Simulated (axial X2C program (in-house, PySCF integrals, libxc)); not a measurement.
# Potential curves of CrP⁺, without spin–orbit coupling

Calculated with an axial X2C code built on PySCF integrals. Spin-free means the one-electron spin-free X2C Hamiltonian. Basis: Cr dyall-cv3z [9s10p6d3f2g], P dyall-v3z [8s7p2d1f] (cores contracted in-house); Gaussian nuclei, density fitting, unrestricted open shells. Masses: Cr 51.941 u, P 30.974 u.

State: M_S = 1, Λ = 0 (beyond evenly filled blocks: δ+α, δ-α). Energies in eV from the fragments at the same level (Cr+ + P). Fits are polynomials in 1 − R0/R over 0.85 to 1.23 times the lowest point R0.

| R (Å) | CCSD | CCSD(T) | LDA |
| --- | --- | --- | --- |
| 1.9297 |  |  | -2.9240 |
| 2.0184 | -0.4286 | -0.6507 | -2.9841 |
| 2.0849 | -0.5790 | -0.7808 | -2.9408 |
| 2.1515 | -0.6699 | -0.8500 | -2.8496 |
| 2.2180 | -0.7172 | -0.8750 | -2.7281 |
| 2.2956 | -0.7346 | -0.8669 | -2.5640 |
| 2.3733 | -0.7259 | -0.8347 | -2.3879 |
| 2.4731 | -0.6936 | -0.7765 | -2.1574 |
| 2.5951 |  |  | -1.8838 |
| 2.7725 |  |  | -1.5212 |

Correlated methods: 10 electrons correlated (number of frozen shells: Cr 3 s, 2 p; P 2 s, 1 p), 234 virtual spin orbitals or spinors in MP2, 90 natural virtuals in coupled cluster.

One determinant describes the state; a PBE0 search over occupations chose it and may have missed a lower one. Dissociation energies refer to the lowest single-determinant-based atoms at the same level and basis. Coupled cluster ran in a truncated set of natural virtual spinors; the MP2 energy of the rest was added. (T) has no such correction and the atoms are truncated less, which lowers De at CCSD(T) by a hundredth of an eV or more. The determinant is spin-polarised beyond a pure state at some levels (its spin-free form has ⟨S²⟩ too high), which makes Re and μ there less reliable. The T1 diagnostic is large, a sign of multireference character. Coupled cluster ran on the points near the minimum only. MP2 and coupled cluster on one determinant become unreliable at the stretched end.

Task: Fit the CCSD curve near its minimum: give the equilibrium distance, the harmonic wavenumber and the well depth.

Result: At CCSD, spin-free: Re = 2.302 Å, ωe ≈ 239 cm⁻¹, De = 0.73 eV to Cr+ + P; Be follows as 0.164 cm⁻¹.

Task: Fit the CCSD(T) curve near its minimum: give the equilibrium distance, the harmonic wavenumber and the well depth.

Result: At CCSD(T), spin-free: Re = 2.237 Å, ωe ≈ 290 cm⁻¹, De = 0.88 eV to Cr+ + P; Be follows as 0.174 cm⁻¹.

Task: What are Re, ωe and De at the LDA level?

Result: At LDA, spin-free: Re = 2.008 Å, ωe ≈ 491 cm⁻¹, De = 2.99 eV to Cr+ + P; Be follows as 0.216 cm⁻¹.
